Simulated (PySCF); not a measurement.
## Assigning NMR signals

Geometry (Å), atoms numbered from 1 in this order:
```xyz
22

C    -1.4579   -1.1573    1.3065
C    -1.6263   -0.2496    0.0929
C    -2.9357    0.5295    0.1421
O    -0.5564    0.6705    0.0615
Si    0.6936    0.7623   -0.9542
O     1.4589   -0.6678   -1.0995
Si    2.4287   -1.9106   -0.7336
Si    1.9511    2.3184    0.1438
Cl    3.5995    2.7440   -0.9507
H    -0.5123   -1.6892    1.2374
H    -2.2698   -1.8780    1.3527
H    -1.4568   -0.5603    2.2154
H    -1.5996   -0.8610   -0.8180
H    -2.9664    1.1402    1.0409
H    -3.7796   -0.1546    0.1454
H    -3.0099    1.1826   -0.7238
H     0.2651    0.9592   -2.3442
H     2.8447   -2.4561   -2.0212
H     3.5444   -1.4023    0.0631
H     1.6250   -2.8653    0.0350
H     1.2785    3.6091    0.3351
H     2.4709    1.9557    1.4725
```

Method: structure optimised with GFN2-xTB, σ from GIAO-PBE0/pcSseg-1, in PySCF 2.14.0 with density-fitted response routines (no relativistic terms, no solvent model, one conformer, equivalent nuclei averaged).

References, each an isolated molecule treated in the same way: $^{13}$C (186.93 ppm), $^{1}$H (31.72 ppm) against TMS.

Question: Assign these signals to the numbered atoms. $^{13}$C{$^{1}$H} NMR (computed): δ 69.9 (CH), 28.5 (CH3), 27.3 (CH3).

Answer: 
69.9 → C2, sp3 CH bonded to O: deshielded by the electronegative neighbour
28.5 → C1, methyl carbon: aliphatic region, no heteroatom directly attached
27.3 → C3, methyl carbon

C1 and C3 lie closer than the usual error of such a calculation, so a measured spectrum could show them in the other order.

Question: Assign these signals to the numbered atoms. $^{1}$H NMR (600 MHz, computed): δ 5.43 (m, 1H), 5.25 (m, 1H), 5.25 (s, 3H), 4.96 (m, 1H), 4.19 (m, 1H), 1.36 (d, 3H), 1.23 (d, 3H).

Answer: 
```tsv
δ (ppm)	atoms	environment	reason
5.43	H17	hydrogen on a silicon bonded to 2 O, Si	–
5.25	H22	hydrogen on a silicon bonded to Cl, Si	–
5.25	H18/H19/H20	hydrogen on a silicon bonded to O	–
4.96	H21	hydrogen on a silicon bonded to Cl, Si	–
4.19	H13	hydrogen on an sp3 CH bonded to O	its carbon carries O, which withdraws density
1.36	H10/H11/H12	hydrogen on a methyl carbon	–
1.23	H14/H15/H16	hydrogen on a methyl carbon	–
```

H22 and H18/H19/H20 lie closer than the usual error of such a calculation, so a measured spectrum could show them in the other order.

Shifts are as computed. Against solution values, carbons near 30 ppm lie about +3 ppm off and those near 130 ppm about +5 ppm. Of 1211 compounds with measured shifts, 218 miss one by over three times the rms of a fit or turn the order of signals round; such compounds aren't used in these exercises. Multiplicities follow the n + 1 count of equivalent neighbours, as no J values were calculated; m marks all less simple cases, F and P coupling included.
